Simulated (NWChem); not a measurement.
# SiH2SeCl2; SMILES [SeH][SiH](Cl)Cl

```xyz
6

Si    -0.0013     0.5397     0.5364
Cl    -1.7789     1.3023    -0.1860
Cl     1.5919     1.6275    -0.2146
Se     0.0531    -1.6534    -0.0957
H      0.0261     0.7250     1.9999
H      1.3673    -1.8714     0.5553
```
Atoms are numbered in this order, from 1.

Computed with NWChem. Pople sets run with spherical d functions. The geometry was optimised at B3LYP/6-31G* (spherical d). Ions are spin-unrestricted doublets at the neutral geometry; other ion states weren't tried. Functional: LC-ωPBE (HJS hole) with 6-31G*; rows give the range parameter ω in 1/bohr.

| range parameter (1/bohr) | vertical ionisation energy, ΔSCF (eV) | −ε(HOMO) (eV) | ΔSCF minus −ε(HOMO) (eV) |
|---|---|---|---|
| 0.15 | 9.76 | 8.52 | 1.24 |
| 0.25 | 9.89 | 9.47 | 0.42 |
| 0.30 | 9.93 | 9.83 | 0.10 |
| 0.40 | 10.01 | 10.36 | -0.35 |
| 0.80 | 10.13 | 11.19 | -1.06 |
